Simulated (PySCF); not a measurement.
Al (aluminium, neutral) across methods

[Ne] 3s1 3p1 3d1, one real determinant (an excited configuration). Calculation: PySCF 2.14, in x2c-TZVPPall with one added diffuse shell each of s, p, d type (6s6p4d1f, 51 functions); the spin-free X2C one-electron Hamiltonian (Gaussian nucleus).

```json
{"method": "revPBE", "E (hartree)": "-242.4531", "mean ε 3s α (eV)": "-11.262", "mean ε 3p α (eV)": "-5.746", "mean ε 3d α (eV)": "-0.710", "Σ⟨r²⟩ (bohr²)": "56.91", "⟨S²⟩": "3.750"}
{"method": "M06", "E (hartree)": "-242.4755", "mean ε 3s α (eV)": "-12.354", "mean ε 3p α (eV)": "-6.422", "mean ε 3d α (eV)": "-0.819", "Σ⟨r²⟩ (bohr²)": "57.87", "⟨S²⟩": "3.750"}
{"method": "PBE0", "E (hartree)": "-242.3801", "mean ε 3s α (eV)": "-12.559", "mean ε 3p α (eV)": "-6.754", "mean ε 3d α (eV)": "-0.952", "Σ⟨r²⟩ (bohr²)": "57.59", "⟨S²⟩": "3.750"}
{"method": "UHF", "E (hartree)": "-242.02649", "mean ε 3s α (eV)": "-15.913", "mean ε 3p α (eV)": "-9.504", "mean ε 3d α (eV)": "-1.466", "Σ⟨r²⟩ (bohr²)": "60.61", "⟨S²⟩": "3.750"}
{"method": "LDA", "E (hartree)": "-241.4321", "mean ε 3s α (eV)": "-11.384", "mean ε 3p α (eV)": "-5.675", "mean ε 3d α (eV)": "-0.594", "Σ⟨r²⟩ (bohr²)": "56.16", "⟨S²⟩": "3.750"}
{"method": "TPSS", "E (hartree)": "-242.5111", "mean ε 3s α (eV)": "-11.342", "mean ε 3p α (eV)": "-5.809", "mean ε 3d α (eV)": "-0.617", "Σ⟨r²⟩ (bohr²)": "56.89", "⟨S²⟩": "3.750"}
{"method": "r2SCAN", "E (hartree)": "-242.4672", "mean ε 3s α (eV)": "-11.620", "mean ε 3p α (eV)": "-5.966", "mean ε 3d α (eV)": "-0.587", "Σ⟨r²⟩ (bohr²)": "56.92", "⟨S²⟩": "3.750"}
{"method": "PBE", "E (hartree)": "-242.3628", "mean ε 3s α (eV)": "-11.303", "mean ε 3p α (eV)": "-5.740", "mean ε 3d α (eV)": "-0.675", "Σ⟨r²⟩ (bohr²)": "56.67", "⟨S²⟩": "3.750"}
```

(1) Estimate the same row for wB97X-V.

⟨L²⟩ = 8.00 against 12 for a pure F term, so this real determinant mixes terms. The outer electron is Rydberg-like, and this basis confines it to a smaller radius and binds it less than a complete one would.

Answers

(1) E (hartree) = -242.4323; mean ε 3s α (eV) = -14.888; mean ε 3p α (eV) = -8.820; mean ε 3d α (eV) = -1.684; Σ⟨r²⟩ (bohr²) = 58.03; ⟨S²⟩ = 3.750.
